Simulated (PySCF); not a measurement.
C3H3BBrF.
Numbering: `[CH:1]#[C:2][CH2:3][B:4]([F:5])[Br:6]` (hydrogens: H7 on C1; H8, H9 on C3)

Method: PBE0-D3(BJ)/def2-SVP geometry optimisation, gas phase (PySCF); density fitting, grid level 1; the optimiser is geomeTRIC in internal coordinates, started from a GFN2-xTB structure with every atom displaced at random (about 0.01 Å).

Step 0: E = -76571.3735 eV
```
atom  x, y, z in Å  |  force x, y, z in eV/Å
C1      2.1346   -0.1433   -0.3147   -2.232   0.248   0.983
C2      1.0287   -0.0401    0.1876    0.567  -0.068  -0.438
C3     -0.3267    0.0617    0.7442    1.298   0.688   0.366
B4     -1.3041   -0.0922   -0.4480   -0.848  -0.940  -0.486
F5     -1.6965   -1.2934   -0.8783    0.442   0.496   0.392
Br6    -2.0690    1.3693   -1.3747   -0.040   0.439  -0.157
H7      3.0885   -0.1887   -0.7239    1.445  -0.134  -0.637
H8     -0.4039   -0.7237    1.4929   -0.404  -0.457   0.263
H9     -0.3937    1.0333    1.2812   -0.227  -0.273  -0.287
```

**Question.** Estimate the geometry and energy of step 1. (The exact step hangs on the optimiser's Hessian estimate; all steps are aligned on step 0, rigid shifts and turns removed.)

**Answer.** E = -76571.4464 eV, largest force 0.661 eV/Å
```
atom  x, y, z in Å  |  force x, y, z in eV/Å
C1      2.0563   -0.1131   -0.3714    0.628  -0.165  -0.119
C2      1.0095   -0.0505    0.2294   -0.337   0.203   0.062
C3     -0.3193    0.0696    0.8111   -0.175  -0.104  -0.134
B4     -1.2839   -0.1015   -0.4362    0.431   0.189   0.222
F5     -1.5347   -1.3074   -0.8796   -0.228  -0.238  -0.135
Br6    -1.9640    1.3965   -1.4117   -0.065  -0.037   0.037
H7      3.0266   -0.2120   -0.8352   -0.227   0.066   0.040
H8     -0.4865   -0.7356    1.5460   -0.048  -0.001  -0.012
H9     -0.4462    1.0368    1.3140    0.020   0.087   0.038
```

The energy changes by -0.0729 eV. The first-order estimate −F·Δx gives -0.2399 eV and the mean of the old and new forces, exact on a quadratic surface, -0.0836 eV. The step makes an angle of 78° with the force vector and moves no atom by more than 0.162 Å.

What follows is the cost of the whole optimisation. The run took 1.9 min wall on one thread, Arm Neoverse N1 (aarch64), shared host, and the process peaked at 0.49 GiB of memory.
